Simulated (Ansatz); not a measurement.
```yaml
crystal:
  periodic: [false, false, false]
  atoms:
    - {symbol: F, position_ang: [0.119982, 0.164026, -2.249048]}
    - {symbol: C, position_ang: [0.210250, -0.299280, -0.985475]}
    - {symbol: C, position_ang: [-0.996951, -0.238211, -0.118314]}
    - {symbol: F, position_ang: [-1.805095, -1.404744, -0.021343]}
    - {symbol: C, position_ang: [-0.060210, 0.034456, 1.079089]}
    - {symbol: F, position_ang: [-0.557510, 0.939589, 1.948490]}
    - {symbol: C, position_ang: [0.918694, 0.606084, 0.078942]}
    - {symbol: F, position_ang: [2.215714, 0.293055, 0.310062]}
    - {symbol: H, position_ang: [0.669425, -1.282924, -1.022468]}
    - {symbol: H, position_ang: [-1.629614, 0.575459, -0.418524]}
    - {symbol: H, position_ang: [0.225967, -0.850931, 1.649916]}
    - {symbol: H, position_ang: [0.801301, 1.603099, -0.107444]}
basis:
  gaussian: {orbitals: def2-mTZVP, fitting: {mean_field: cc-pVTZ-jkfit}}
hamiltonian: {xc: {name: wB97X-D}}
output: {forces: true}
```

```sh
$ ansatz run in.yaml --threads 4 --pin off --events-out ev --progress --plain --max-ram 11315MiB
```

It prints (some lines left out):

```
Error: YAML parse error: error: line 18 column 19: hamiltonian.xc: no functional is named "wB97X-D"; the names, which are not case-sensitive, are SVWN5, SPW92, PBE, PBE0, PBEsol, revPBE, revPBE0, RPBE, rPW86-PBE, HSE06, wPBEh, LC-wPBE, HISS, HF, BLYP, B3LYP, B3LYP5, BHLYP, CAM-B3LYP, r2SCAN, r2SCANh, r2SCAN0, r2SCAN50, m-r2SCAN, B97, wB97, wB97X, wB97X-V, B97M-V, wB97M-V, B2PLYP, B2GP-PLYP, PBE0-DH, PBE-QIDH
16 | basis:
17 |   gaussian: {orbitals: def2-mTZVP, fitting: {mean_field: cc-pVTZ-jkfit}}
18 | hamiltonian: {xc: {name: wB97X-D}}
19 | output: {forces: true}
```

(1) What is wrong with this run?

## Answers

(1) The method's name isn't one that the program takes here. The input was rejected before any iteration.

HSE06 is defined as in plane-wave codes.
